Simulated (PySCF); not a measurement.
Two species compared at the same levels of theory.

First species: C₆H₇F₃Si.
SMILES with atom numbers: `[CH:1]#[C:2][Si@@H:3]1[CH2:4][CH2:5][C@@H:6]1[C:7]([F:8])([F:9])[F:10]` (hydrogens: H11 on C1; H12 on Si3; H13, H14 on C4; H15, H16 on C5; H17 on C6)

Geometry (PBE0-D3(BJ)/def2-SVP, Å), atoms numbered from 1 in this order:
```
atom  x, y, z in Å
C1     3.0075   -0.3022    1.6419
C2     2.1938   -0.4135    0.7437
Si3    0.9394   -0.5318   -0.5776
C4     0.2458    1.0230   -1.3898
C5    -1.1648    0.3987   -1.2075
C6    -0.9073   -0.6610   -0.0967
C7    -1.2654   -0.1832    1.2774
F8    -2.5833    0.0339    1.4076
F9    -0.9210   -1.0723    2.2129
F10   -0.6574    0.9771    1.5818
H11    3.7212   -0.2084    2.4415
H12    1.3238   -1.6120   -1.5301
H13    0.3867    1.8964   -0.7359
H14    0.5278    1.2975   -2.4151
H15   -1.4801   -0.1161   -2.1274
H16   -1.9605    1.1173   -0.9538
H17   -1.4148   -1.6241   -0.2465
```

Second species: C6H7F3Si.
SMILES with atom numbers: `[F:1][C:2]([F:3])=[C:4]([F:5])/[CH:6]=[CH:7]\[C@@H:8]1[CH2:9][SiH2:10]1` (hydrogens: H11 on C6; H12 on C7; H13 on C8; H14, H15 on C9; H16, H17 on Si10)

Structure used (PBE0-D3(BJ)/def2-SVP), in Å, numbered top down from 1:
```
atom  x, y, z in Å
F1     3.753   -1.622   -1.418
C2     3.248   -0.892   -0.457
F3     4.160   -0.492    0.396
C4     1.946   -0.581   -0.343
F5     1.133   -1.063   -1.291
C6     1.396    0.222    0.723
C7     0.109    0.587    0.905
C8    -1.070    0.269    0.093
C9    -2.310    1.177    0.195
Si10  -2.595   -0.515    0.893
H11    2.134    0.556    1.455
H12   -0.089    1.196    1.795
H13   -0.859   -0.111   -0.910
H14   -2.226    2.020    0.891
H15   -2.778    1.462   -0.753
H16   -3.363   -1.517    0.115
H17   -2.605   -0.687    2.367
```

Levels: PBE0/def2-SVPD for dipole moment, HOMO energy, LUMO energy, HOMO–LUMO gap, static isotropic polarisability and electronic spatial extent ⟨r²⟩ about the centre of nuclear charge; TDDFT PBE0/def2-SVPD for lowest singlet excitation; TDA PBE0/def2-SVPD for lowest triplet excitation (Tamm–Dancoff); ΔSCF PBE0/def2-SVPD for vertical ionisation energy; PBE0-D3(BJ)/def2-SVP for rotational constant A and rotational constant C. Geometries: PBE0-D3(BJ)/def2-SVP. All species are isolated and taken at one optimised geometry, non-relativistic unless stated; the electronic structure was computed with PySCF and density fitting.

Dipoles, sizes and rotational constants follow the conformer. The torsions of the flexible species, by atom-mapped SMILES:
- `[CH:1]#[C:2][Si@@H:3]1[CH2:4][CH2:5][C@@H:6]1[C:7]([F:8])([F:9])[F:10]`: C5–C6–C7–F8 65°
- `[F:1][C:2]([F:3])=[C:4]([F:5])/[CH:6]=[CH:7]\[C@@H:8]1[CH2:9][SiH2:10]1`: C2–C4–C6–C7 180°, C6–C7–C8–C9 -158°

Values for the first species:

| Property | Result |
| --- | --- |
| Dipole moment | 2.16 D |
| HOMO energy | -8.13 eV |
| LUMO energy | -0.71 eV |
| HOMO–LUMO gap | 7.42 eV |
| Lowest singlet excitation | 5.68 eV |
| Lowest triplet excitation (Tamm–Dancoff) | 4.69 eV |
| Static isotropic polarisability | 94.4 au |
| Vertical ionisation energy | 9.94 eV |
| Electronic spatial extent ⟨r²⟩ about the centre of nuclear charge | 1567 bohr² |
| Rotational constant A | 1.543 GHz |
| Rotational constant C | 0.746 GHz |

Problem. Estimate the same properties for the second species, and the change in each.

Solution. 
```json
{"property": "dipole moment", "first": "2.16 D", "second": "2.23 D", "second less first": "+0.07 D"}
{"property": "HOMO energy", "first": "-8.13 eV", "second": "-6.03 eV", "second less first": "+2.10 eV"}
{"property": "LUMO energy", "first": "-0.71 eV", "second": "-0.98 eV", "second less first": "-0.27 eV"}
{"property": "HOMO–LUMO gap", "first": "7.42 eV", "second": "5.05 eV", "second less first": "-2.37 eV"}
{"property": "lowest singlet excitation", "first": "5.68 eV", "second": "4.69 eV", "second less first": "-0.99 eV"}
{"property": "lowest triplet excitation (Tamm–Dancoff)", "first": "4.69 eV", "second": "2.79 eV", "second less first": "-1.90 eV"}
{"property": "static isotropic polarisability", "first": "94.4 au", "second": "116.5 au", "second less first": "+22.1 au"}
{"property": "vertical ionisation energy", "first": "9.94 eV", "second": "7.69 eV", "second less first": "-2.25 eV"}
{"property": "electronic spatial extent ⟨r²⟩ about the centre of nuclear charge", "first": "1567 bohr²", "second": "2475 bohr²", "second less first": "+908 bohr²"}
{"property": "rotational constant A", "first": "1.543 GHz", "second": "3.066 GHz", "second less first": "+1.523 GHz"}
{"property": "rotational constant C", "first": "0.746 GHz", "second": "0.418 GHz", "second less first": "-0.328 GHz"}
```

On the first: In wavenumbers S1 is 45800 cm⁻¹ (1 eV = 8065.54 cm⁻¹). The ΔSCF ionisation energy exceeds −ε(HOMO) by 1.81 eV with PBE0.

On the second: The polarisability is 17.27 Å³ as a volume (1 au = 0.148185 Å³), or 1.39 au for each of the 84 electrons. The principal polarisabilities are 81.9, 90.0 and 177.7 au; their mean is the isotropic value.
